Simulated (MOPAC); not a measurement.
Input for MOPAC: PM7 on NiB, 2S+1 = 2, a spin state set in the input, which need not be the lowest, a point of a bond scan (R = 1.594 Å).

```
PM7 1SCF PRECISE CHARGE=0 UHF MS=0.5 THREADS=1
BNi

Ni     0.00000000 1     0.00000000 1     0.00000000 1
B      0.00000000 1     0.00000000 1     1.59425700 1
```

Output:

```
*******************************************************************************
 **                                                                           **
 **                              MOPAC v23.2.5                                **
 **                                                                           **
 *******************************************************************************
 ** MOPAC's Digital Object Identifier: https://doi.org/10.5281/zenodo.6511958 **
 **                                                                           **
 ** Please cite the open-source release paper for use of this MOPAC version:  **
 ** J. E. Moussa and J. J. P. Stewart (2026)                                  **
 ** MOPAC: An open-source semiempirical molecular orbital program             **
 ** J. Open Source Softw., 11(119), 8025, https://doi.org/10.21105/joss.08025 **
 *******************************************************************************

                              PM7 CALCULATION RESULTS

 *******************************************************************************
 *  PM7        - The PM7 Hamiltonian to be used
 *  UHF        - UNRESTRICTED HARTREE-FOCK CALCULATION
 *
 *
 *
 *                 CHARGE ON SYSTEM = 0
 *
 *
 *
 *  MS=        - IN MECI, MAGNETIC COMPONENT OF SPIN =  0.5
 *  PRECISE    - TIGHTER CRITERIA TO BE USED
 *  1SCF       - DO 1 SCF AND THEN STOP
 *  THREADS=1  - MULTI-THREADING NOT USED
 *  T=         - A TIME OF 172800.0 SECONDS REQUESTED
 *  DUMP=N     - RESTART FILE WRITTEN EVERY 7200.0 SECONDS REQUESTED
 *******************************************************************************
PM7 1SCF PRECISE CHARGE=0 UHF MS=0.5 THREADS=1
 BNi

   ATOM   CHEMICAL          X               Y               Z
  NUMBER   SYMBOL      (ANGSTROMS)     (ANGSTROMS)     (ANGSTROMS)

     1      Ni          0.00000000  *   0.00000000  *   0.00000000  *
     2       B          0.00000000  *   0.00000000  *   1.59425700  *



          CARTESIAN COORDINATES

    NO.       ATOM           X           Y           Z

     1        Ni          0.0000      0.0000      0.0000
     2         B          0.0000      0.0000      1.5943

 General Reference for PM7:
 "Optimization of Parameters for Semiempirical Methods VI: More Modifications to the
 NDDO Approximations and Re-optimization of Parameters", J. J. P. Stewart, J. Mol. Mod., 1:32, 19 (2013)
 https://link.springer.com/article/10.1007/s00894-012-1667-x

           Empirical Formula: Ni B  =     2 atoms



      MOLECULAR POINT GROUP   :   C*v


          UHF CALCULATION, NO. OF ALPHA ELECTRONS =    7
                           NO. OF BETA  ELECTRONS =    6

 -------------------------------------------------------------------------------
 PM7 1SCF PRECISE CHARGE=0 UHF MS=0.5 THREADS=1
 BNi



     1SCF WAS SPECIFIED, SO BFGS WAS NOT USED
     SCF FIELD WAS ACHIEVED


                              PM7 CALCULATION
                                                       MOPAC v23.2.5 Linux




          FINAL HEAT OF FORMATION =         31.56789 KCAL/MOL =     132.08003 KJ/MOL


          COSMO AREA              =         69.05 SQUARE ANGSTROMS
          COSMO VOLUME            =         51.59 CUBIC ANGSTROMS

          IONIZATION POTENTIAL    =          6.845232 EV
          ALPHA SOMO LUMO (EV)    =         -6.960  2.477
          BETA  SOMO LUMO (EV)    =         -6.845 -1.512
          NO. OF ALPHA ELECTRONS  =          7
          NO. OF BETA  ELECTRONS  =          6
          MOLECULAR WEIGHT        =         69.5200         POINT GROUP:  C*v

          MOLECULAR DIMENSIONS (Angstroms)

            Atom       Atom       Distance
            B     2   Ni     1     1.59426
            B     2   Ni     1     0.00000
           Ni     1    B     2     0.00000


          SCF CALCULATIONS        =          1





   ATOM   CHEMICAL          X               Y               Z
  NUMBER   SYMBOL      (ANGSTROMS)     (ANGSTROMS)     (ANGSTROMS)

     1      Ni          0.00000000  *   0.00000000  *   0.00000000  *
     2       B          0.00000000  *   0.00000000  *   1.59425700  *

                             CARTESIAN COORDINATES

   1   Ni        0.000000000     0.000000000     0.000000000
   2    B        0.000000000     0.000000000     1.594257000


           Empirical Formula: Ni B  =     2 atoms



      MOLECULAR POINT GROUP   :   C*v


          ALPHA EIGENVALUES
 -16.24059  -9.20307  -8.81230  -8.56921  -8.56477  -8.52128  -6.96042   2.47656
   2.47690   4.50105  25.51730  25.52514  28.16582


           BETA EIGENVALUES
 -16.04951  -8.58557  -8.22649  -8.22126  -8.10552  -6.84523  -1.51198   2.51779
   2.51782   4.65845  26.55760  26.56292  28.27789


              NET ATOMIC CHARGES AND DIPOLE CONTRIBUTIONS

  ATOM NO.   TYPE          CHARGE      No. of ELECS.   s-Pop       p-Pop       d-Pop
    1         Ni          -0.382963       10.3830     1.32052     0.06534     8.99710
    2          B           0.382963        2.6170     1.67556     0.94148
 DIPOLE           X         Y         Z       TOTAL
 POINT-CHG.     0.000     0.000     2.933     2.933
 HYBRID         0.000     0.000    -4.081     4.081
 SUM            0.000     0.000    -1.149     1.149


          ATOMIC ORBITAL ELECTRON POPULATIONS

     Atom    s        px        py        pz      x^2-y^2     xz        z^2       yz        xy
    1 Ni   1.32052   0.00003   0.00003   0.06528   1.00003   1.99978   1.99752   1.99978   2.00000
    2  B   1.67556   0.00019   0.00019   0.94109


                    (SZ)    =    0.500000
                    (S**2)  =    0.752202


          ATOMIC ORBITAL SPIN POPULATIONS

    Atom   Total    s     px     py     pz   x^2-y^2  xz     z^2    yz     xy
         Atomic
    1 Ni  1.0210  0.024  0.000  0.000 -0.001  1.000  0.000 -0.002  0.000  0.000
    2  B -0.0210  0.002 -0.000 -0.000 -0.023

 **********************
 *                    *
 * JOB ENDED NORMALLY *
 *                    *
 **********************




 == MOPAC DONE ==
```

The run finished.

Cost: roughly 0.08 core-seconds.
